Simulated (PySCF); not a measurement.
I₃Pb (SMILES [I][Pb-]([I])[I]), charge -1, singlet, geometry from GFN2-xTB (such geometries of metal compounds can be far from the true shape) (core potentials on I, Pb). Base run: BLYP/def2-SVP (PySCF).

PySCF was given this input:
```python
from pyscf import gto, scf, dft

mol = gto.Mole()
mol.atom = '''
    Pb   -0.008011   -0.009412    0.810548
    I     0.428983   -2.525290   -0.443200
    I     1.982873    1.637600   -0.379501
    I    -2.399462    0.902252   -0.431354
'''
mol.basis = 'def2-svp'
mol.ecp = {'I': 'def2-svp', 'Pb': 'def2-svp'}
mol.charge = -1
mol.spin = 0
mol.verbose = 5
mol.build()

mf = dft.RKS(mol)
mf.xc = 'blyp'
mf.kernel()
mf.analyze()
```

The base run was repeated with changes; each row names its change, and settings that it needs were set with it.

| change | ΔE vs base (mEh) | outcome |
|---|---|---|
| base | 0.000 | converged |
| auxbasis = default (with mf = mf.density_fit()) | ? | converged |
| auxbasis = cc-pvqz-jkfit | - | input refused |
| auxbasis = autoaux | -0.195 | converged |
| auxbasis = cc-pvtz-ri | - | input refused |
| auxbasis = cc-pvtz-jkfit | - | input refused |
| auxbasis = even-tempered beta=3.0 | -276.5 | converged |
| auxbasis = even-tempered beta=1.6 | -0.032 | converged |
| auxbasis = def2-svp-ri | - | input refused |
| auxbasis = def2-tzvp-ri | - | input refused |

Problem. Some entries are withheld; supply them.

Solution. 
- auxbasis = default (with mf = mf.density_fit()), ΔE vs base (mEh): -0.135

A fitting set is made for a task (jfit for Coulomb, jkfit for Coulomb and exchange, ri for correlation) and for a family of orbital bases.

- auxbasis = cc-pvqz-jkfit: ended with `pyscf.lib.exceptions.BasisNotFoundError: Basis set not found for I in cc-pvqz-jkfit`
- auxbasis = cc-pvtz-ri: ended with `pyscf.lib.exceptions.BasisNotFoundError: Basis set not found for I in cc-pvtz-ri`
- auxbasis = cc-pvtz-jkfit: ended with `pyscf.lib.exceptions.BasisNotFoundError: Basis set not found for I in cc-pvtz-jkfit`
